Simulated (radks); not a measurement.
Results of a calculation; reference values are marked as such.
Effect of the nuclear size on neutral antimony, [Kr] 4d10 5s2 5p3. Level of theory: Dirac Kohn-Sham, PBE, spin-unpolarised, spherical densities, finite nucleus; open shells are shared between the two j in proportion to 2j + 1; Fermi nuclear charge, rms radius 4.6802 fm (a radial shooting solver on a logarithmic mesh with Libxc functionals). The rms radius is varied about that value; shifts are against it.

| rms radius (fm) | total energy shift (eV) | density at nucleus (e/bohr^3) | 1s1/2 shift (meV) | 2s1/2 shift (meV) | 4s1/2 shift (meV) | 4p1/2 shift (meV) | 5s1/2 shift (meV) | 5p3/2 shift (meV) |
|---|---|---|---|---|---|---|---|---|
| 4.1139 | -1.06 | 2.133e+05 | -443 | -51.1 | -1.96 | 0.158 | -0.198 | 0.029 |
| 4.5304 | -0.291 | 2.1e+05 | -122 | -14.1 | -0.539 | 0.044 | -0.055 | 0.008 |
| 4.6802 | 0 | 2.089e+05 | 0.000 | 0.000 | 0.000 | 0.000 | 0.000 | 0.000 |
| 4.8674 | 0.374 | 2.076e+05 | 157 | 18.1 | 0.695 | -0.056 | 0.070 | -0.010 |
| 5.6116 | 1.98 | 2.03e+05 | 832 | 96.0 | 3.68 | -0.297 | 0.372 | -0.055 |

Slopes of the eigenvalues against <r^2> in GHz/fm^2, as finite differences over the two radii next to the reference (eigenvalue slopes, not the field-shift constants of lines): 1s1/2 21300, 2s1/2 2460, 4s1/2 94.2, 4p1/2 -7.62, 5s1/2 9.53.
